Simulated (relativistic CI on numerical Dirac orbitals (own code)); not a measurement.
**How well does a small relativistic CI reproduce Ba²⁺?**

Calculated at this level of theory: Dirac-Coulomb-Breit CI, KLI orbitals optimised for each configuration, model QED (radiative potential, 1s self-energy scaled to tabulated hydrogen-like ionisation energies), valence Slater integrals scaled by 0.85, P86 correlation estimate, and configurations built on the next ion tied to the tabulated ionisation energy (semi-empirical) (own radial code, finite nucleus).

Configurations in the expansion (outside the closed core [Kr] 4d10): 5s²5p⁶, 5s²5p⁵5d, 5s²5p⁵6s, 5s²5p⁵6p, 5s²5p⁵6d, 5s²5p⁵7s, 5s²5p⁵5f, 5s²5p⁵6f, 5s²5p⁴5d², 5s²5p⁴4f², 5s5p⁶5d, 5s²5p⁵4f, 5s²5p⁵7p, 5s²5p⁴5f², 5s5p⁶5f, 5s²5p⁵7d, 5s²5p⁵5g, 5s²5p⁴4f5d, 5s²5p⁵7f, 5p⁶5d², 5s5p⁶6p, 5s²5p⁴5d5f, 5p⁶4f², 5s²5p⁴4f5f. Levels of other configurations are missing.

| Configuration | Term (tabulated) | J | Measured (cm⁻¹) | Computed | Error | Purity (%) |
| --- | --- | --- | --- | --- | --- | --- |
| 5s²5p⁶ | 1S | 0 | 0.0 | 0 | 0 | 98 |
| 5s²5p⁵5d | 3P° | 0 | 132770.8 | 130735 | -2036 | 98 |
| 5s²5p⁵5d | 3P° | 1 | 134568.1 | 132502 | -2066 | 92 |
| 5s²5p⁵5d | 3P° | 2 | 137983.1 | 135851 | -2132 | 77 |
| 5s²5p⁵5d | 3F° | 4 | 138931.2 | 137142 | -1789 | 99 |
| 5s²5p⁵5d | 3F° | 3 | 140472.9 | 138914 | -1559 | 74 |
| 5s²5p⁵5d | 3D° | 3 | 147066.9 | 145033 | -2034 | 60 |
| 5s²5p⁵6s | 3P° | 2 | 152135.0 | 154277 | 2142 | 86 |
| 5s²5p⁵5d | 3D° | 1 | 153054.6 | 152046 | -1009 | 87 |
| 5s²5p⁵6s | 1P° | 1 | 154494.2 | 156569 | 2075 | 58 |
| 5s²5p⁵4f | 3D | 1 | 166544.0 | 169281 | 2737 | 95 |
| 5s²5p⁵4f | 3D | 2 | 168583.8 | 171310 | 2726 | 89 |
| 5s²5p⁵6s | 3P° | 0 | 169297.1 | 172150 | 2853 | 99 |
| 5s²5p⁵6s | 3P° | 1 | 170192.5 | 173224 | 3031 | 58 |
| 5s²5p⁵4f | 3D | 3 | 171728.7 | 174472 | 2744 | 74 |
| 5s²5p⁵4f | 3G | 4 | 172522.9 | 175023 | 2500 | 66 |
| 5s²5p⁵6p | 3S | 1 | 177593.5 | 179045 | 1452 | 75 |
| 5s²5p⁵5d | 1P° | 1 | 180026.7 | 181314 | 1287 | 79 |
| 5s²5p⁵6p | 3D | 3 | 181816.2 | 182976 | 1160 | 100 |
| 5s²5p⁵6p | 1P | 1 | 182722.4 | 184246 | 1523 | 56 |
| 5s²5p⁵6p | 3D | 1 | 196643.3 | 198694 | 2050 | 71 |
| 5s²5p⁵6p | 3P | 1 | 199872.9 | 201589 | 1716 | 59 |

Measured levels from Sansonetti and Curry, J. Phys. Chem. Ref. Data 39, 043103 (2010); LS terms from a parametric fit; pairs were made by configuration, J and term (by order where the table uses no LS term), so strongly mixed levels may be paired wrongly. Some J values or terms of the table were assigned by a fit.

Mean error by configuration (cm⁻¹): 5s²5p⁵5d -1417; 5s²5p⁵6s 2525; 5s²5p⁵4f 2677; 5s²5p⁵6p 1580. Over the excited levels the mean absolute error is 2030 cm⁻¹ (21 of the 37 excited levels that our extract of the source holds in range could be paired, and the others can miss by more), and the median relative error of those above 1,000 cm⁻¹ is 1.4 %.
